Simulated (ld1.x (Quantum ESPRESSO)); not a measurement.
# Cutoff test, S, ultrasoft

| Property | Result |
| --- | --- |
| Element | S |
| Generator | ld1.x (Quantum ESPRESSO) 7.5 |
| Type | ultrasoft |
| Functional | PBE |
| Relativity | scalar-relativistic |
| Frozen core | [Ne] |
| Valence charge | 6 |
| Reference configuration | 3s1.5 3p4.5 |
| Partial waves | 3s (bound): rcut 1.05, rcutus 1.25 bohr; 3s channel at 0.1 Ry: rcut 1.05, rcutus 1.25 bohr; 3p (bound): rcut 1.00, rcutus 1.15 bohr; 3p channel at 0.85 Ry: rcut 1.00, rcutus 1.15 bohr; 3d channel at 0.45 Ry: rcut 1.25, rcutus 1.35 bohr |
| Local potential | all-electron potential smoothed inside 0.85 bohr (lloc = -1) |
| Core correction | a·sin(br)/r model core inside 0.75 bohr |
| Augmentation charge | PSQ, inside the norm-conserving radii |

The pseudo-atom Hamiltonian at the reference potential is diagonalised in spherical Bessel functions j_l(qr) that vanish at 20 bohr, with q² up to the cutoff. All-electron valence levels (Ry): 3s -1.2937, 3p -0.5358.

Q: How do the lowest levels (Ry) of each channel move with the cutoff, and are there ghosts?

A:

| cutoff (Ry) | s #1 | s #2 | p #1 | p #2 | d #1 | d #2 | f #1 | f #2 | Σ f·Δε (mRy) |
| --- | --- | --- | --- | --- | --- | --- | --- | --- | --- |
| 8 | -1.2537 | -0.0267 | -0.5214 | 0.0310 | 0.0707 | 0.1553 | 0.1175 | 0.2499 | 124.7 |
| 15 | -1.2806 | -0.0277 | -0.5377 | 0.0304 | 0.0704 | 0.1535 | 0.1175 | 0.2499 | 28.3 |
| 21 | -1.2907 | -0.0280 | -0.5380 | 0.0304 | 0.0703 | 0.1525 | 0.1175 | 0.2499 | 14.1 |
| 35 | -1.4974 | -1.2905 | -0.5388 | 0.0303 | 0.0702 | 0.1517 | 0.1175 | 0.2499 | 18.3 |
| 45 | -2.7662 | -1.2934 | -2.9390 | -0.5356 | 0.0702 | 0.1515 | 0.1175 | 0.2499 | 1.6 |
| 60 | -3.4401 | -1.2936 | -5.0539 | -0.5357 | 0.0702 | 0.1515 | 0.1175 | 0.2499 | 0.8 |
| 400 | -3.6606 | -1.2937 | -5.9664 | -0.5358 | 0.0702 | 0.1515 | 0.1175 | 0.2499 | 0.0 |

Result: ghost states, extra bound levels that the all-electron valence spectrum of the same l lacks: p at -81.2 eV, s at -49.8 eV (a true bound ghost makes a file unfit for plane-wave use); 10 mRy is reached at 45 Ry and 1 mRy at 50 Ry.
